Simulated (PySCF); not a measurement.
C4H12OSi2.
Atom-mapped SMILES: `[CH3:1][CH2:2][O:3][SiH:4]1[CH2:5][SiH2:6][CH2:7]1`

Structure used (GFN2-xTB), in Å, numbered top down from 1:
```xyz
19
C4H12OSi2 angstrom
C      3.1203    0.6965   -0.6042
C      2.0568   -0.3836   -0.4842
O      0.9392    0.1350    0.1792
Si    -0.4300   -0.6338    0.5812
C     -1.6729   -0.9547   -0.8431
Si    -2.8286    0.4315   -0.1940
C     -1.6172    0.6906    1.2639
H      3.4051    1.0438    0.3853
H      2.7271    1.5393   -1.1664
H      3.9976    0.3041   -1.1112
H      1.7597   -0.7381   -1.4785
H      2.4460   -1.2423    0.0765
H     -0.1477   -1.8156    1.4046
H     -2.1243   -1.9428   -0.8454
H     -1.2880   -0.7873   -1.8464
H     -2.9583    1.5777   -1.0975
H     -4.1585   -0.0373    0.2040
H     -2.0336    0.4365    2.2336
H     -1.2025    1.6897    1.3503
```

Probes without a nucleus sit at each ring's centroid and 1 Å off its mean plane on both sides; NICS is minus the shielding there, NICSzz its component along the normal. Level: GIAO PBE0/pcSseg-1 (PySCF, non-relativistic, gas phase) on the GFN2-xTB geometry, one conformer.

Ring bond lengths (Å), with Mayer bond orders in brackets: Si4–C5 1.917 (0.88), C5–Si6 1.918 (0.92), Si6–C7 1.913 (0.92), C7–Si4 1.905 (0.90).

Question: What do the NICS probes read (ppm)?

Answer: 
```json
{"ring": "Si4–C5–Si6–C7", "type": "4-membered ring with 2 Si; formal bonds all single", "NICS(0)": "0.9", "NICS(1), two faces": "-1.7 / -0.6", "NICS(1)zz, two faces": "3.2 / 5.5", "rms pucker (Å)": "0.02", "centre to ring atoms, mean (Å)": "1.35"}
```

Question: What do they say, and how far can they be read as aromaticity?

Answer: 
- Si4–C5–Si6–C7: mean NICS(1)zz 4.4 ppm, deshielded. Si4, C5, Si6, C7 have four or more neighbours, so the value isn't read as a sign of a π ring current.

Question: Give the inner angles of the rings and the Hirshfeld charges of the ring atoms.

Answer: 
- Si4–C5–Si6–C7: Si4 88.8° (+0.418 e), C5 91.0° (-0.267 e), Si6 88.5° (+0.342 e), C7 91.6° (-0.263 e); sum 359.9° against 360° for a flat convex ring.

Question: How shielded are the nuclei of the rings and their hydrogens (means over atoms taken as equivalent)?

Answer: 
```json
{"atoms": "Si4", "environment": "oxygen-bound silicon", "σ isotropic (ppm)": "346.9", "principal values of the symmetric part, first atom (ppm)": "309.8, 336.5, 394.3"}
{"atoms": "C5 (×2)", "environment": "sp3 carbon bound to silicon", "σ isotropic (ppm)": "183.3", "principal values of the symmetric part, first atom (ppm)": "164.7, 183.2, 202.8"}
{"atoms": "Si6", "environment": "SiH2 silicon", "σ isotropic (ppm)": "393.1", "principal values of the symmetric part, first atom (ppm)": "363.9, 385.8, 429.5"}
{"atoms": "H13", "environment": "Si–H hydrogen", "σ isotropic (ppm)": "26.04", "principal values of the symmetric part, first atom (ppm)": "22.5, 24.5, 31.1"}
{"atoms": "H14 (×2)", "environment": "methylene hydrogen", "σ isotropic (ppm)": "31.17", "principal values of the symmetric part, first atom (ppm)": "26.9, 28.5, 38.3"}
{"atoms": "H15 (×2)", "environment": "methylene hydrogen", "σ isotropic (ppm)": "31.00", "principal values of the symmetric part, first atom (ppm)": "27.0, 28.6, 37.5"}
{"atoms": "H16", "environment": "Si–H hydrogen", "σ isotropic (ppm)": "26.97", "principal values of the symmetric part, first atom (ppm)": "24.1, 24.5, 32.3"}
{"atoms": "H17", "environment": "Si–H hydrogen", "σ isotropic (ppm)": "27.03", "principal values of the symmetric part, first atom (ppm)": "24.0, 24.8, 32.3"}
```
